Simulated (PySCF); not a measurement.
Compound: C5H11OP2 (charge +1).
Atom-mapped SMILES: `[CH3:1][PH2+:2][C:3]#[C:4][P:5]([CH3:6])[CH2:7][OH:8]` (hydrogens: H9, H10, H11 on C1; H12, H13 on P2; H14, H15, H16 on C6; H17, H18 on C7; H19 on O8)

The same species was optimised twice, with GFN2-xTB and with PBE0-D3(BJ)/def2-SVP (PySCF), and the same property calculations (PySCF, gas phase) were run on both structures.

```json
{"coordinate": "P2–C3 (Å)", "GFN2-xTB": "1.722", "PBE0-D3(BJ)/def2-SVP": "1.703", "change": "-0.019"}
{"coordinate": "P5–C7 (Å)", "GFN2-xTB": "1.877", "PBE0-D3(BJ)/def2-SVP": "1.860", "change": "-0.017"}
{"coordinate": "C7–O8 (Å)", "GFN2-xTB": "1.407", "PBE0-D3(BJ)/def2-SVP": "1.392", "change": "-0.015"}
{"coordinate": "C4–P5 (Å)", "GFN2-xTB": "1.766", "PBE0-D3(BJ)/def2-SVP": "1.777", "change": "+0.011"}
{"coordinate": "C3≡C4 (Å)", "GFN2-xTB": "1.217", "PBE0-D3(BJ)/def2-SVP": "1.227", "change": "+0.010"}
{"coordinate": "C1–P2 (Å)", "GFN2-xTB": "1.804", "PBE0-D3(BJ)/def2-SVP": "1.797", "change": "-0.007"}
{"coordinate": "P5–C6 (Å)", "GFN2-xTB": "1.849", "PBE0-D3(BJ)/def2-SVP": "1.842", "change": "-0.007"}
{"coordinate": "C4–P5–C6 (°)", "GFN2-xTB": "96.8", "PBE0-D3(BJ)/def2-SVP": "99.6", "change": "+2.8"}
{"coordinate": "P5–C7–O8 (°)", "GFN2-xTB": "108.6", "PBE0-D3(BJ)/def2-SVP": "111.1", "change": "+2.5"}
{"coordinate": "C4–P5–C7 (°)", "GFN2-xTB": "95.2", "PBE0-D3(BJ)/def2-SVP": "97.5", "change": "+2.3"}
{"coordinate": "C6–P5–C7 (°)", "GFN2-xTB": "99.4", "PBE0-D3(BJ)/def2-SVP": "101.4", "change": "+2.0"}
{"coordinate": "C1–P2–C3 (°)", "GFN2-xTB": "112.2", "PBE0-D3(BJ)/def2-SVP": "113.3", "change": "+1.1"}
{"coordinate": "P2–C3–C4 (°)", "GFN2-xTB": "177.1", "PBE0-D3(BJ)/def2-SVP": "176.6", "change": "-0.5"}
{"coordinate": "C3–C4–P5 (°)", "GFN2-xTB": "173.2", "PBE0-D3(BJ)/def2-SVP": "173.7", "change": "+0.5"}
{"coordinate": "C4–P5–C7–O8 (°)", "GFN2-xTB": "45", "PBE0-D3(BJ)/def2-SVP": "53", "change": "+8"}
```

Rotational constants: A = 2497, B = 623.4, C = 553.5 MHz (GFN2-xTB) against A = 2473, B = 604.1, C = 536.7 MHz (PBE0-D3(BJ)/def2-SVP). Point groups within 0.08 Å: C1 and C1.

On the GFN2-xTB structure: HOMO (eV) -10.73 [PBE0/pcSseg-1]; LUMO (eV) -5.40 [PBE0/pcSseg-1]; GIAO shielding of C1 (ppm) 179.9 [PBE0/pcSseg-1]; GIAO shielding of P2 (ppm) 410.7 [PBE0/pcSseg-1]; GIAO shielding of C3 (ppm) 115.5 [PBE0/pcSseg-1]; GIAO shielding of C4 (ppm) 29.9 [PBE0/pcSseg-1]; GIAO shielding of P5 (ppm) 368.6 [PBE0/pcSseg-1]; GIAO shielding of C6 (ppm) 179.1 [PBE0/pcSseg-1]; GIAO shielding of C7 (ppm) 120.2 [PBE0/pcSseg-1]; GIAO shielding of O8 (ppm) 312.5 [PBE0/pcSseg-1].

Problem. What do these properties become on the PBE0-D3(BJ)/def2-SVP structure?

Solution. 
| property | level | on GFN2-xTB | on PBE0-D3(BJ)/def2-SVP | change |
| --- | --- | --- | --- | --- |
| HOMO (eV) | PBE0/pcSseg-1 | -10.73 | -10.67 | +0.06 |
| LUMO (eV) | PBE0/pcSseg-1 | -5.40 | -5.51 | -0.11 |
| energy, GFN2-xTB geometry as zero (kcal/mol) | PBE0/pcSseg-1 | 0.0 | -1.4 | -1.4 |
| GIAO shielding of C1 (ppm) | PBE0/pcSseg-1 | 179.9 | 178.5 | -1.4 |
| GIAO shielding of P2 (ppm) | PBE0/pcSseg-1 | 410.7 | 409.1 | -1.6 |
| GIAO shielding of C3 (ppm) | PBE0/pcSseg-1 | 115.5 | 113.6 | -1.9 |
| GIAO shielding of C4 (ppm) | PBE0/pcSseg-1 | 29.9 | 25.1 | -4.8 |
| GIAO shielding of P5 (ppm) | PBE0/pcSseg-1 | 368.6 | 361.6 | -7.0 |
| GIAO shielding of C6 (ppm) | PBE0/pcSseg-1 | 179.1 | 179.0 | -0.1 |
| GIAO shielding of C7 (ppm) | PBE0/pcSseg-1 | 120.2 | 121.1 | +0.9 |
| GIAO shielding of O8 (ppm) | PBE0/pcSseg-1 | 312.5 | 315.9 | +3.4 |

The heavy atoms differ by 0.085 Å rms after alignment. Among bonds between heavy atoms P2–C3 changes most (-0.019 Å). Changes are differences of the printed values. Neither structure is proved a minimum here. One conformer (not necessarily the lowest) at the PBE0-D3(BJ)/def2-SVP geometry, without solvent, vibrations or thermal averaging.

Shape of the structure used: `[CH3:1][PH2+:2][C:3]#[C:4][P:5]([CH3:6])[CH2:7][OH:8]`: C4–P5–C7–O8 53°, H–O8–C7–P5 163°.
